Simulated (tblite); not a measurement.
Compound: C3H7FO3Si.
Numbering: `[CH3:1][O:2][Si:3]([F:4])([CH:5]=[O:6])[O:7][CH3:8]` (hydrogens: H9, H10, H11 on C1; H12 on C5; H13, H14, H15 on C8)

A start from a force field or distance geometry was refined with GFN2-xTB geometry optimisation, gas phase (tblite 0.8.0). Values at the start:

```json
{"coordinate": "C1–O2", "start": "1.432 Å"}
{"coordinate": "C1–H9", "start": "1.094 Å"}
{"coordinate": "O2–Si3", "start": "1.652 Å"}
{"coordinate": "Si3–F4", "start": "1.605 Å"}
{"coordinate": "Si3–C5", "start": "1.887 Å"}
{"coordinate": "Si3–O7", "start": "1.680 Å"}
{"coordinate": "C5=O6", "start": "1.222 Å"}
{"coordinate": "C5–H12", "start": "1.104 Å"}
{"coordinate": "C1–O2–Si3", "start": "118.2°"}
{"coordinate": "O2–Si3–F4", "start": "107.4°"}
{"coordinate": "O2–Si3–O7", "start": "108.3°"}
{"coordinate": "Si3–C5–O6", "start": "120.6°"}
{"coordinate": "Si3–O7–C8", "start": "117.1°"}
{"coordinate": "F4–Si3–C5", "start": "108.1°"}
{"coordinate": "F4–Si3–O7", "start": "105.8°"}
{"coordinate": "C5–Si3–O7", "start": "111.8°"}
{"coordinate": "O2–Si3–C5–O6", "start": "37°"}
{"coordinate": "O2–Si3–O7–C8", "start": "-59°"}
```

Question: How do these coordinates change at the GFN2-xTB level?

Answer: 
```json
{"coordinate": "Si3–O7", "GFN2-xTB (Å or °)": "1.598", "change": "-0.082"}
{"coordinate": "O2–Si3", "GFN2-xTB (Å or °)": "1.607", "change": "-0.045"}
{"coordinate": "Si3–C5", "GFN2-xTB (Å or °)": "1.911", "change": "+0.024"}
{"coordinate": "C1–O2", "GFN2-xTB (Å or °)": "1.412", "change": "-0.020"}
{"coordinate": "Si3–F4", "GFN2-xTB (Å or °)": "1.622", "change": "+0.017"}
{"coordinate": "C5=O6", "GFN2-xTB (Å or °)": "1.206", "change": "-0.016"}
{"coordinate": "C5–H12", "GFN2-xTB (Å or °)": "1.108", "change": "+0.004"}
{"coordinate": "C1–H9", "GFN2-xTB (Å or °)": "1.091", "change": "-0.003"}
{"coordinate": "Si3–O7–C8", "GFN2-xTB (Å or °)": "131.0", "change": "+13.9"}
{"coordinate": "C1–O2–Si3", "GFN2-xTB (Å or °)": "130.3", "change": "+12.1"}
{"coordinate": "C5–Si3–O7", "GFN2-xTB (Å or °)": "104.8", "change": "-7.0"}
{"coordinate": "F4–Si3–O7", "GFN2-xTB (Å or °)": "110.6", "change": "+4.8"}
{"coordinate": "O2–Si3–O7", "GFN2-xTB (Å or °)": "111.6", "change": "+3.3"}
{"coordinate": "Si3–C5–O6", "GFN2-xTB (Å or °)": "122.2", "change": "+1.6"}
{"coordinate": "F4–Si3–C5", "GFN2-xTB (Å or °)": "107.3", "change": "-0.8"}
{"coordinate": "O2–Si3–F4", "GFN2-xTB (Å or °)": "107.6", "change": "+0.2"}
{"coordinate": "O2–Si3–C5–O6", "GFN2-xTB (Å or °)": "34", "change": "-3"}
{"coordinate": "O2–Si3–O7–C8", "GFN2-xTB (Å or °)": "-57", "change": "+2"}
```

The energy falls by 28.7 kJ/mol over 66 L-BFGS steps, the largest force on an atom goes from 2.52 to 0.008 eV/Å, and the atoms move by 0.217 Å rms after alignment. The bond that changes most is Si3–O7 (fluorine-bound silicon to silyl ether oxygen), which shortens by 0.082 Å. Bonds longer at the end by more than 0.005 Å: 2 of 14; shorter: 9. Among the dihedrals that turn most is H11–C1–O2–Si3, from 70° to 58°. Rotational constants go from 2291, 1355, 1096 to 2080, 1354, 1084 MHz.

Hardware: an Arm Neoverse N1 with one thread (shared host). Cost: 0.69 s wall.

Its GFN2-xTB frequencies are all real (lowest 58 cm⁻¹). The numbers are those of one conformer. 3 starts were optimised and ended at 0.00, 0.01 and 1.30 kcal/mol (GFN2-xTB); the lowest of these is shown.

The numbers are calculated, not measured.
